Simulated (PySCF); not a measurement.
# How methods differ on the excitation energy of As⁺

As⁺ [Ar] 3d10 4s2 4p2 (3P) → As⁺ [Ar] 3d10 4s1 4p2 4d1 (high-spin determinant), as a difference of total energies. Computed with PySCF 2.14 in aug-cc-pVTZ-PP with ECP10MDF (6s5p4d2f, 55 functions), with a scalar-relativistic core potential. Correlated levels: valence: 3s2 3p6 3d10 frozen. The calculations carry no spin-orbit coupling.

```csv
method,excitation energy (cm⁻¹)
UHF,138270
MP2 (valence),146000
SCS-MP2 (valence),149470
CCSD (valence),145190
CCSD(T) (valence),144650
```

The promoted electron is Rydberg-like, and one or two diffuse shells describe it only roughly, which tends to raise the upper state.

The coupled-cluster amplitudes are large for the upper state (T1 above 0.03 or a double amplitude above 0.15), so a single reference is strained.

The determinant of the upper state mixes LS terms, which raises its energy above the lowest term, most at the Hartree-Fock and MP2 levels.
